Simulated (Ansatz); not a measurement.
ethylene glycol (C$_{2}$H$_{6}$O$_{2}$), singlet, at a GFN2-xTB geometry; SC-NEVPT2/STO-3G, CASSCF(2,3) run with Ansatz (a quantum-chemistry and plane-wave program).

Here is a job for Ansatz.
Ansatz 0.2 input:
```yaml
crystal:
  periodic: [false, false, false]
  atoms:
    - {symbol: O, position_ang: [1.38480944, -0.51703396, 0.01925038]}
    - {symbol: C, position_ang: [0.63593471, 0.66257732, -0.20411086]}
    - {symbol: C, position_ang: [-0.80962484, 0.23953553, -0.46911940]}
    - {symbol: O, position_ang: [-1.37689539, -0.38967378, 0.64803598]}
    - {symbol: H, position_ang: [2.30086070, -0.28391734, 0.19614369]}
    - {symbol: H, position_ang: [0.67004895, 1.31206457, 0.68083693]}
    - {symbol: H, position_ang: [1.02225299, 1.21537918, -1.07037932]}
    - {symbol: H, position_ang: [-1.42241621, 1.11769774, -0.68142625]}
    - {symbol: H, position_ang: [-0.82464553, -0.43123556, -1.33973580]}
    - {symbol: H, position_ang: [-0.76727251, -1.08900366, 0.91565150]}
basis:
  gaussian:
    orbitals: STO-3G
magnetization: {spin_polarized: false}
correlation: {method: sc_nevpt2, electrons: all, active_space: {window: {electrons: 2, orbitals: 3}}}
```

### Question
Predict the main parts of the log of this Ansatz run.

### Answer

```
Functional definition: HF
375 factors; integrals over basis functions are off by at most 4.2e-5 eV
mean field evaluation 1: about -6145.7371 eV, gradient 2.8e1 eV
mean field evaluation 2: about -6145.9938 eV, gradient 2.8e1 eV
mean field evaluation 4: about -6148.5758 eV, gradient 1.4e0 eV
mean field evaluation 8: about -6148.5824 eV, gradient 8.1e-6 eV
mean field -6148.58242210 eV, -225.9562363533 hartree, gradient 7.4e-7 eV, S^2 0.000000; 0 other end points of the search recorded, 0 dependent functions left out
reference -6148.58242210 eV, -225.9562363533 hartree; 17, 17 occupied and 9, 9 virtual orbitals, 375 factors
state -6149.13192480 eV, -225.9764302049 hartree
state -6149.13192480 eV, -225.9764302049 hartree; corrected -6153.26586471 eV, -226.1283496946 hartree
state -6149.12575268 eV, -225.9762033837 hartree
state -6149.12575268 eV, -225.9762033837 hartree; corrected -6153.27815006 eV, -226.1288011729 hartree
state -6149.12575268 eV, -225.9762033837 hartree; corrected -6153.27815006 eV, -226.1288011729 hartree
state -6149.11335668 eV, -225.9757478394 hartree
state -6149.11335668 eV, -225.9757478394 hartree; corrected -6153.27286529 eV, -226.1286069613 hartree
state -6149.12575268 eV, -225.9762033837 hartree; corrected -6153.27815006 eV, -226.1288011729 hartree
WARN: the results are in doubt because another end's mean lies 0.006 eV lower, and its corrected mean 0.012 eV higher
Total energy: -6153.27815006 eV, -226.1288011729 hartree
In doubt: another end's mean lies 0.006 eV lower, and its corrected mean 0.012 eV higher
```
